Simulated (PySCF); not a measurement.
## Working out the ionisation energy of Nb

Nb [Kr] 4d4 5s1 (6D) → Nb⁺ [Kr] 4d4 (5D). All numbers are calculated (PySCF 2.14, scalar relativity by spin-free X2C-1e, in ANO-RCC-VTZP (7s6p4d2f1g, 68 functions)). Frozen: [Ar] 3d10. Energies in hartree (1 hartree = 27.21139 eV):

```
            part    Nb (lower)   Nb⁺ (upper)
             UHF  -3817.128182  -3816.908206
CCSD correlation     -0.342525     -0.317898
             (T)     -0.010023     -0.007787
```

Q: What does Hartree-Fock give?

A: (-3816.908206) − (-3817.128182) = 0.219976 hartree = 5.986 eV.

Q: What do CCSD and CCSD(T) give?

A: The CCSD correlation energies differ by 0.024627 hartree = 0.670 eV and the triples by 0.002236 hartree = 0.061 eV, so CCSD gives 6.656 eV and CCSD(T) 6.717 eV.

Measured between the centres of the two terms (NIST): 6.776 eV, so CCSD(T) (valence and next inner shell) is off by -0.059 eV.

What remains against the reference includes basis incompleteness, the frozen core and higher excitations.
